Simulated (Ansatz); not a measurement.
Reaction (redistribution): `[Cl][GeH]` + `[SiH3]O[Si]Br` → `[SiH3][O][GeH]` + `Cl[Si]Br`

Gas-phase electronic energies from Ansatz, PBE0-D4/def2-TZVP geometries. CCSD(T)/CBS is the MP2 limit (def2-TZVPP, def2-QZVPP) plus CCSD(T) − MP2 in def2-TZVPP, frozen cores. DFT in def2-TZVPP. For Br, Ge outer-core shells are correlated without core-valence functions, which leaves a few kJ/mol of doubt a bond. Scalar relativity is left out up to krypton. Each species was taken in one conformer, which may not be the lowest.

```json
{"level": "LDA (SPW92)", "ΔE (kJ/mol)": "57.8"}
{"level": "r2SCAN-D4", "ΔE (kJ/mol)": "59.7"}
{"level": "B2PLYP", "ΔE (kJ/mol)": "60.4"}
{"level": "r2SCANh", "ΔE (kJ/mol)": "60.9"}
{"level": "r2SCAN0", "ΔE (kJ/mol)": "63.2"}
{"level": "CAM-B3LYP", "ΔE (kJ/mol)": "64.0"}
{"level": "MP2/def2-SVP", "ΔE (kJ/mol)": "52.0"}
{"level": "MP2/def2-QZVPP", "ΔE (kJ/mol)": "58.4"}
```

(1) What does CCSD(T)/CBS give? (An estimate is asked.)

(2) What do rigid-rotor, harmonic-oscillator terms from PBE0-D4/def2-TZVP frequencies (298.15 K, 1 bar) make of the CCSD(T)/CBS value? (An estimate is asked.)

Largest T1 diagnostic among the species: 0.014.

Results:

(1) The calculation gave: +60.7 kJ/mol. The listed levels differ from it by -2.9, -1.0, -0.3, 0.2, 2.5, 3.3, -8.7, -2.3 kJ/mol.

(2) Computed: ΔZPE = -0.3 kJ/mol, ΔH = +60.0 kJ/mol, ΔS = 1 J/(mol·K), ΔG = +59.6 kJ/mol.

In def2-TZVPP, CCSD(T) changes the Hartree–Fock value by −13.5 kJ/mol (the triples alone add −2.7 kJ/mol) and MP2 by −15.6 kJ/mol. At CCSD(T), def2-SVP lies −7.3 kJ/mol from the extrapolated value and def2-TZVPP −0.6 kJ/mol. From r2SCAN to r2SCAN0 (25 % exact exchange), in def2-TZVPP and without D4, ΔE moves by +4.0 kJ/mol.
